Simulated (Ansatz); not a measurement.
Consider the atomization: `N/C=C/[CH2][AlH2]` → Al• + 3 C• + 8 H• + N•.

Isolated molecules relaxed with PBE0-D4/def2-TZVP in Ansatz; ΔE leaves out vibrations. CCSD(T)/CBS adds triple-zeta CCSD(T) − MP2 to the extrapolated MP2 energy (def2 sets, frozen cores). This one scheme is used for every species, atoms too. DFT in def2-TZVPP. No spin–orbit coupling; open shells (•) take unrestricted orbitals. Spin–orbit coupling would lower the free atoms: a little for Al, C. One conformer a species, not always the lowest.

`N/C=C/[CH2][AlH2]`:

```xyz
13

N     0.827   -0.183   -2.075
C     0.436   -0.510   -0.797
C    -0.737   -0.162   -0.212
C    -1.141   -0.534    1.176
Al    0.230    0.829    1.538
H     0.328    0.575   -2.513
H     1.820   -0.143   -2.235
H     1.105   -1.202   -0.292
H    -1.382    0.527   -0.756
H    -2.188   -0.333    1.377
H    -0.870   -1.548    1.465
H    -0.121    2.376    1.453
H     1.694    0.309    1.873
```

| level | ΔE (kcal/mol) |
| --- | --- |
| BLYP | 1123.9 |
| CCSD/def2-SVP | 1067.5 |

Task: What does CCSD(T)/CBS give? (Best estimate.)

Result: The calculation gave: +1135.0 kcal/mol. The listed levels differ from it by -11.1, -67.5 kcal/mol.

Largest T1 diagnostic among the species: 0.018.

From r2SCAN to r2SCAN0 (25 % exact exchange), in def2-TZVPP and without D4, ΔE moves by −15.8 kcal/mol: exact exchange takes away binding that semilocal exchange gives to molecules. Leaving LDA and LC-ωPBE aside and taking each functional with its dispersion term where it has one, the values, not all of them listed here, spread over 54.6 kcal/mol, from BHLYP-D4 to PBE-D4. LDA lies +143.8 kcal/mol from PBE without D4, its usual overbinding.

For atomizations the MP2-based limit and the directly extrapolated one differ by several kJ/mol either way, and by 10 to 25 for some Ge, Se and Sn compounds, so smaller differences from it don't rank the levels.
